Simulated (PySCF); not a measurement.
Br3Sb, SMILES [Br][Sb-]([Br])[Br], charge -1, multiplicity 2.

The structure is a stationary point at r2SCAN-D4/def2-SVPD. The def2 effective core potentials stand for the cores of Sb; spin–orbit coupling is left out.

All values below come from PBE/def2-SVPD run with PySCF.

The molecule is in vacuum.

Computed frontier levels, dipole moment and polarisability:
```
Item                                                                Result
------------------------------------------------  ------------------------
α spin, highest occupied and lowest empty level          -1.06 and 0.84 eV
β spin, highest occupied and lowest empty level         -2.21 and -0.10 eV
dipole moment about the centre of nuclear charge                 0.011 e·Å
mean static polarisability                          154.6 bohr³ (22.91 Å³)
polarisability, principal values                  98.5, 142.2, 223.2 bohr³
⟨S²⟩                                               0.753 (pure state 0.75)
```
